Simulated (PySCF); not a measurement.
A run for PySCF: R-HF/3-21G on H3InSe (SMILES [SeH][InH2]), a point of a bond scan (R = 1.472 Å).

```python
from pyscf import gto, scf, dft, mp
from pyscf.data.elements import chemcore

mol = gto.M(
    atom='''
    In    0.22339801    0.01839752   -0.98952239
    H    -1.02239165   -0.56246117   -2.02010142
    H     1.78075972    0.62095011   -1.39331669
    Se   -0.37150912   -0.04334066    1.47104518
    H     0.92643943    0.51361498    1.88447905
    ''',
    basis='3-21g',
    charge=0, spin=0, verbose=3, max_memory=1800)
mf = scf.RHF(mol)
mf.conv_tol = 1e-8
mf.max_cycle = 100
mf.kernel()
if not mf.converged:
    mf = mf.newton().run(mf.mo_coeff, mf.mo_occ)
```

It printed:

```
converged SCF energy = -8104.94920093439
```

The run converged.

Cost: very roughly 0.7 core-seconds.
